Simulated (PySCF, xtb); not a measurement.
C2H6ClFSi, SMILES F[C@@H](Cl)C[SiH3].

GFN2-xTB (xtb 6.7.1) at its own geometry gives an orbital gap of 6.13 eV and a dipole moment of 2.22 D.

The structure is a stationary point at B3LYP-D3(BJ)/def2-SVP. The structure was generated by enumeration; whether it is a known compound was not checked. The values are those of a single conformer.

### Question
What does PBE/def2-TZVP run with PySCF give? (Estimate from the structure and the level; the computed values follow.)

### Answer
gap 6.57 eV (levels -7.32 and -0.75 eV), dipole 2.12 D.
